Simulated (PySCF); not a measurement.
Ligands exchanged one at a time, B Br-H. Isolated molecules, 0 K electronic values unless said otherwise. Strings in code marks are SMILES.

Computed with B3LYP-D3(BJ)/def2-TZVP // PBE0-D4/def2-TZVP in PySCF. B3LYP has the VWN-RPA correlation part, as in Gaussian. Delta-SCF ions had no search for a lower state. Excitations are Tamm–Dancoff values on a coarser integration grid. The basis has no diffuse functions, so Rydberg states are missing or too high.

```tsv
species	vertical ionisation energy (Delta-SCF) (eV)	S1 excitation (TDA) (eV)	HOMO–LUMO gap (eV)	HOMO (eV)	T1 excitation (TDA) (eV)
0 of 3 Br replaced by H	10.21	4.60	5.79	(withheld)	4.44
1 of 3 Br replaced by H (`BrBBr`)	10.70	4.82	(withheld)	-8.26	(withheld)
2 of 3 Br replaced by H (`BBr`)	10.78	4.45	5.77	-7.98	4.15
3 of 3 Br replaced by H (`B`)	13.12	–	7.51	(withheld)	–
```

**Question.** Fill in the missing entries.

**Answer.** 
- 0 of 3 Br replaced by H, HOMO (eV): -8.02
- 1 of 3 Br replaced by H (`BrBBr`), HOMO–LUMO gap (eV): 6.06
- 1 of 3 Br replaced by H (`BrBBr`), T1 excitation (TDA) (eV): 4.65
- 3 of 3 Br replaced by H (`B`), HOMO (eV): -9.73
